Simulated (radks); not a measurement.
Spherical quantum dot in the effective-mass picture: electrons in a hard-walled sphere of radius 8.69, all in effective atomic units (hartree* = m*/eps^2 hartree, bohr* = eps/m* bohr), one dielectric constant everywhere. Calculated with a radial shooting solver with Libxc functionals: non-relativistic Kohn-Sham, LDA (Slater exchange, Perdew-Wang correlation), spin-polarised, spherical densities. Levels are named by radial order and angular momentum (1s, 1p, 1d, 2s, ...), and open shells are averaged over m.

N = 12, configuration 1s2 1p6 1d(up 4, down 0). This is the lowest configuration that the search found. Occupied and some empty levels:

| level | occupation | eigenvalue (hartree*) | <r> (bohr*) |
|---|---|---|---|
| 1s up | 1 | 1.6987 | 6.117 |
| 1s down | 1 | 1.7223 | 6.081 |
| 1p up | 3 | 1.7292 | 6.247 |
| 1p down | 3 | 1.7534 | 6.227 |
| 1d up | 4 | 1.7851 | 6.386 |
| 1d down | 0 | 1.8099 | 6.377 |
| 1f up | 0 | 1.8637 | 6.515 |
| 1f down | 0 | 1.8887 | 6.512 |
| 2s up | 0 | 1.9860 | 3.989 |
| 2s down | 0 | 1.9957 | 3.954 |
| 2p up | 0 | 2.0866 | 4.625 |
| 2p down | 0 | 2.0995 | 4.598 |

Energy (hartree*): total 11.0092, kinetic 2.4439, external 0, Hartree 10.621, exchange-correlation -2.0555.

Electron density:

| r (bohr*) | n(r) (e/bohr*^3) |
|---|---|
| 0.254 | 0.0001501 |
| 0.903 | 0.0002035 |
| 1.55 | 0.0003407 |
| 2.20 | 0.0006175 |
| 2.85 | 0.001128 |
| 3.50 | 0.002003 |
| 4.14 | 0.003368 |
| 4.79 | 0.005224 |
| 5.44 | 0.007237 |
| 6.09 | 0.008525 |
| 6.74 | 0.007897 |
| 7.38 | 0.004995 |
| 8.03 | 0.001494 |
| 8.68 | 1.566e-06 |
